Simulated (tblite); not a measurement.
Compound: C6H11P.
Structure used (GFN2-xTB), in Å, numbered top down from 1:
```xyz
18
C6H11P angstrom
C      2.0046    0.4702    0.3275
C      0.9826   -0.4120   -0.3793
C     -0.4824    0.0215   -0.1583
C     -1.4061   -0.9187   -0.9489
C     -0.8624   -0.0223    1.3283
C     -0.6657    1.3719   -0.6533
P     -0.8667    2.8143   -1.1884
H      1.9202    0.3851    1.4080
H      1.8638    1.5131    0.0492
H      3.0115    0.1723    0.0433
H      1.0917   -1.4442   -0.0379
H      1.1829   -0.3923   -1.4537
H     -1.1542   -0.9005   -2.0073
H     -2.4443   -0.6130   -0.8374
H     -1.3021   -1.9382   -0.5834
H     -1.9232    0.1882    1.4480
H     -0.6546   -1.0087    1.7378
H     -0.3044    0.7193    1.8942
```

All values are computed: GFN2-xTB (tblite) harmonic vibrations without scaling, gas phase. Errors from tens to a few hundred cm⁻¹ against measured bands are possible. One conformer, not necessarily the lowest.

Harmonic wavenumbers (cm⁻¹): 81.8, 105.1, 122.0, 188.8, 212.6, 240.6, 269.8, 335.3, 349.3, 383.8, 479.2, 521.4, 662.9, 812.3, 873.2, 954.4, 960.2, 1007.9, 1036.7, 1059.1, 1098.1, 1173.1, 1206.0, 1216.4, 1278.0, 1339.3, 1398.2, 1412.8, 1415.4, 1480.5, 1489.9, 1492.7, 1495.9, 1501.8, 1503.1, 1516.1, 1729.2, 2962.1, 2974.9, 3024.1, 3026.7, 3027.6, 3029.0, 3032.3, 3033.6, 3036.9, 3042.6, 3047.3.

A = 2608, B = 1569, C = 1260 MHz; mass 114.060 u (most abundant isotopes); point group C1, symmetry number 1.

Task: What is the zero-point energy?

Result: Half the sum of the wavenumbers: 33820 cm⁻¹ = 404.58 kJ/mol.

Task: Entropy at 400 K, 1 bar (ideal gas, RRHO, classical rotation)?

Result: Translation 174.04, rotation 123.01, vibration 138.53: S = 435.6 J/(mol K).

Task: And Cp and H(400 K) − H(0)?

Result: Cp = 177.98 J/(mol K), of which vibrations give 144.72 (their classical limit is 48 R = 399.1); H(400 K) − H(0) = 43.03 kJ/mol without the zero-point energy, 29.72 from vibrations.

Task: How do the functions run with temperature in this model?

Result: 
```csv
T (K),S (J/(mol K)),Cp (J/(mol K)),H − H(0) (kJ/mol),G − H(0) (kJ/mol),ln q(vib)
50,234.1,48.4,1.90,-9.81,0.19
100,275.5,73.5,4.96,-22.60,1.00
298.15,388.7,142.9,26.68,-89.20,5.43
373.15,423.5,168.9,38.37,-119.67,7.12
500,478.8,209.8,62.45,-176.94,9.94
750,576.3,271.5,123.11,-309.13,15.33
1000,660.6,313.8,196.60,-464.00,20.41
```

q(vib) and H(0) count from the zero-point level.

Task: Which modes carry the vibrational entropy at 400 K?

Result: 81.8 cm⁻¹: 18.52; 105.1 cm⁻¹: 16.45; 122.0 cm⁻¹: 15.23; 188.8 cm⁻¹: 11.69; 212.6 cm⁻¹: 10.74; 240.6 cm⁻¹: 9.77 J/(mol K); the other 42 give 56.13 together.

Task: Blend soft modes into free rotors: weight 1/[1 + (100 cm⁻¹/ν̃)⁴] for the oscillator and the rest for a rotor with moment μB/(μ + B), μ = h/(8π²ν), B = 10⁻⁴⁴ kg m². What vibrational entropy results?

Result: 132.85 J/(mol K) in place of 138.53, which changes −T·S at 400 K by +2.27 kJ/mol.

Hindered rotation and anharmonicity are outside this model. Other conformers, if any are populated, would add a mixing term that is left out. The structure is chiral; the term R ln 2 for an equal mix with its mirror image is left out.
